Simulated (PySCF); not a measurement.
Task: Give a GFN2-xTB geometry of `P[Si@@H]1CC[SiH2]N1`.

Result: 
```xyz
16
C2H10NPSi2 angstrom
P      3.0241    0.1879   -0.3476
Si     0.9814    0.0950    0.5820
C     -0.2259   -1.2247   -0.0743
C     -1.6375   -0.6439    0.0292
Si    -1.5836    1.2094   -0.3904
N      0.0653    1.4725    0.0736
H      2.8957   -0.9817   -1.0720
H      3.6390   -0.4691    0.7006
H      1.0928    0.0461    2.0531
H     -0.1582   -2.1749    0.4565
H      0.0017   -1.4322   -1.1220
H     -1.9921   -0.7624    1.0541
H     -2.3272   -1.2032   -0.6034
H     -2.4844    2.0089    0.4432
H     -1.7771    1.4941   -1.8161
H      0.4785    2.3870    0.0222
```

Any rigid rotation of these coordinates is as good. Atoms count from 1 in this order. P1 (three-coordinate phosphorus) is pyramidal (angles 95.6°, 94.1° and 92.1°, sum 281.8°, 0.84 Å off the plane of its three neighbours). The 5-membered ring Si2–C3–C4–Si5–N6 has internal angles of 96.6° to 117.5° (sum 527°, against 540° for a flat polygon); it is puckered, 0.17 Å rms from its mean plane, widest ring torsion 37°. Si5 (SiH2 silicon) has angles from 96.7° to 113.6°. Si2 (SiH silicon) has angles from 96.6° to 117.5°.

Bonds between heavy atoms (Å): P1–Si2 2.246, Si2–C3 1.905, C3–C4 1.530, C4–Si5 1.901, Si5–N6 1.733, Si2–N6 1.731.

Structure optimised with GFN2-xTB, isolated species.

Point group: C1 (no symmetry element, even within 0.4 Å). Whether it is a minimum is left open (no frequencies). One conformer, not necessarily the lowest (H–P1–Si2–C3 -9° and -102°, P1–Si2–C3–C4 -147°, Si2–C3–C4–Si5 37°, C3–C4–Si5–N6 -26°, C4–Si5–N6–Si2 4°).

The numbers are calculated, not measured.
